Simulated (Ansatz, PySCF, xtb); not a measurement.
Dimer: HBr (SMILES Br) (first 2 atoms) with H4OSi (SMILES O[SiH3]); geometry from B3LYP-D3(BJ)/def2-TZVP, rigid monomers moved along the line of their centres of mass till Br1···H5 is 2.53 Å.
(charge 0, multiplicity 1):
```
atom    x (Å)    y (Å)    z (Å)
----  -------  -------  -------
Br    -0.4673  -1.3769  -0.0963
H      0.4134  -0.3081   0.2541
O     -1.0748  -0.2226   2.9340
Si     0.5250   0.1138   3.1349
H     -1.3219  -0.8106   2.2128
H      1.3087  -1.0789   3.5365
H      0.6068   1.1528   4.1790
H      1.1272   0.6335   1.8745
```

Counterpoise-corrected where a basis set is named; no monomer relaxation.

Cores are frozen in the correlated methods. Filled d and f shells under p-block atoms count as core. CBS: X⁻³ extrapolation of the correlation energy, Hartree–Fock from the larger set.

The values were computed with Ansatz (a first-principles code); PySCF for the dispersion terms; xtb for the GFN methods. 

| level | interaction energy (kJ/mol) |
|---|---|
| GFN1-xTB | -10.7 |
| HF/def2-SVPD | 13.2 |
| PBE/def2-TZVPPD | -5.3 |
| PBE-D3(BJ)/def2-TZVPPD | -11.7 |
| PBE-D4/def2-TZVPPD | -11.3 |
| B3LYP/def2-TZVPPD | 2.2 |
| CCSD(T)/def2-SVPD | 0.4 |
| CCSD(T)/def2-TZVPPD | (withheld) |
| CCSD(T)/CBS(def2-SVPD, def2-TZVPPD) | -4.9 |

Task: Fill in the missing entries.

Result: 
- CCSD(T)/def2-TZVPPD, interaction energy (kJ/mol): -3.4
